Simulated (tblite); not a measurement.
Compound: C4H6Cl4OSi.
SMILES with atom numbers: `[CH3:1][C:2](=[O:3])[C@H:4]([CH2:5][Cl:6])[Si:7]([Cl:8])([Cl:9])[Cl:10]` (hydrogens: H11, H12, H13 on C1; H14 on C4; H15, H16 on C5)

Computed with GFN2-xTB (tblite), gas phase: L-BFGS steps from a force-field or distance-geometry start until the largest atomic force falls under 0.01 eV/Å.

Step 4: E = -972.4305 eV
```
atom  x, y, z in Å  |  force x, y, z in eV/Å
C1      1.9769   -0.3210    1.0099   -0.083   0.024  -0.045
C2      1.1048    0.0803   -0.1455   -0.046  -0.038   0.104
O3      1.5353    0.5847   -1.1476   -0.007   0.040  -0.182
C4     -0.3900   -0.1856    0.0238   -0.078   0.027   0.144
C5     -0.8754   -1.1195   -1.0860   -0.019   0.076   0.038
Cl6    -0.2334   -2.7661   -0.8139    0.035   0.038  -0.013
Si7    -1.3713    1.4820    0.0655   -0.036   0.027  -0.017
Cl8    -3.2547    1.0939    0.6909   -0.044  -0.121   0.012
Cl9    -0.5415    2.7297    1.4139    0.125  -0.050   0.015
Cl10   -1.4856    2.3735   -1.7221    0.082  -0.011  -0.128
H11     1.6853    0.2222    1.9066   -0.075  -0.043  -0.004
H12     1.8793   -1.3895    1.1957   -0.064   0.040   0.006
H13     3.0095   -0.0901    0.7743    0.115   0.007  -0.007
H14    -0.5597   -0.6738    0.9895    0.029  -0.084  -0.059
H15    -0.5257   -0.7957   -2.0675    0.056   0.041   0.084
H16    -1.9611   -1.2160   -1.0990    0.010   0.027   0.053
```

Step 5: E = -972.4361 eV
```
atom  x, y, z in Å  |  force x, y, z in eV/Å
C1      1.9788   -0.3193    1.0089   -0.151   0.026  -0.081
C2      1.1055    0.0798   -0.1484   -0.115  -0.023   0.254
O3      1.5312    0.5842   -1.1509    0.041   0.061  -0.255
C4     -0.3911   -0.1811    0.0283   -0.084  -0.081   0.110
C5     -0.8757   -1.1170   -1.0829   -0.032   0.100   0.014
Cl6    -0.2314   -2.7642   -0.8149    0.026   0.057  -0.001
Si7    -1.3763    1.4883    0.0648    0.017  -0.058  -0.024
Cl8    -3.2569    1.0869    0.6916   -0.025  -0.093  -0.001
Cl9    -0.5347    2.7261    1.4142    0.103  -0.035   0.009
Cl10   -1.4809    2.3727   -1.7293    0.070  -0.025  -0.072
H11     1.6807    0.2189    1.9065   -0.049  -0.007  -0.018
H12     1.8751   -1.3857    1.1961   -0.038  -0.016  -0.004
H13     3.0116   -0.0907    0.7743    0.114   0.014   0.006
H14    -0.5590   -0.6820    0.9902    0.035   0.009  -0.091
H15    -0.5216   -0.7929   -2.0641    0.017   0.037   0.111
H16    -1.9631   -1.2149   -1.0960    0.071   0.034   0.042
```

Step 6: E = -972.4406 eV
```
atom  x, y, z in Å  |  force x, y, z in eV/Å
C1      1.9790   -0.3172    1.0068   -0.131   0.018  -0.070
C2      1.1046    0.0804   -0.1497   -0.121   0.034   0.213
O3      1.5269    0.5833   -1.1557    0.014   0.017  -0.173
C4     -0.3932   -0.1781    0.0337   -0.048  -0.114   0.034
C5     -0.8763   -1.1130   -1.0795   -0.021   0.077   0.006
Cl6    -0.2291   -2.7613   -0.8158    0.016   0.072   0.009
Si7    -1.3804    1.4931    0.0637    0.051  -0.108  -0.023
Cl8    -3.2592    1.0788    0.6922    0.007  -0.060  -0.018
Cl9    -0.5265    2.7221    1.4146    0.072  -0.032  -0.009
Cl10   -1.4752    2.3714   -1.7371    0.059  -0.047  -0.004
H11     1.6755    0.2157    1.9061   -0.022   0.023  -0.035
H12     1.8705   -1.3825    1.1964   -0.017  -0.040  -0.024
H13     3.0149   -0.0912    0.7745    0.041   0.009   0.024
H14    -0.5579   -0.6898    0.9899    0.026   0.065  -0.062
H15    -0.5174   -0.7896   -2.0590   -0.011   0.048   0.105
H16    -1.9637   -1.2132   -1.0925    0.086   0.038   0.028
```

Q: Estimate the geometry and energy of step 7. (The exact step hangs on the optimiser's Hessian estimate; all steps are aligned on step 6, rigid shifts and turns removed.)

A: E = -972.4437 eV, largest force 0.129 eV/Å
```
atom  x, y, z in Å  |  force x, y, z in eV/Å
C1      1.9777   -0.3154    1.0043   -0.068   0.005  -0.029
C2      1.1023    0.0825   -0.1495   -0.076   0.067   0.080
O3      1.5229    0.5818   -1.1601   -0.042  -0.033  -0.042
C4     -0.3955   -0.1771    0.0377    0.002  -0.075  -0.028
C5     -0.8769   -1.1090   -1.0766    0.003   0.024   0.005
Cl6    -0.2271   -2.7579   -0.8163    0.011   0.071   0.014
Si7    -1.3824    1.4945    0.0625    0.055  -0.107  -0.011
Cl8    -3.2608    1.0717    0.6923    0.037  -0.033  -0.033
Cl9    -0.5190    2.7185    1.4147    0.042  -0.041  -0.033
Cl10   -1.4699    2.3696   -1.7429    0.050  -0.066   0.050
H11     1.6712    0.2138    1.9052   -0.004   0.041  -0.042
H12     1.8667   -1.3807    1.1960   -0.007  -0.031  -0.047
H13     3.0174   -0.0915    0.7752   -0.050   0.001   0.034
H14    -0.5567   -0.6946    0.9891    0.010   0.074   0.000
H15    -0.5144   -0.7861   -2.0536   -0.020   0.067   0.066
H16    -1.9630   -1.2112   -1.0895    0.056   0.036   0.015
```

The energy changes by -0.0031 eV. The first-order estimate −F·Δx gives -0.0043 eV and the mean of the old and new forces, exact on a quadratic surface, -0.0031 eV. The step makes an angle of 64° with the force vector and moves no atom by more than 0.008 Å.

What follows is the cost of the whole relaxation. The run took 1.9 s on one thread of an Arm Neoverse N1, shared host.
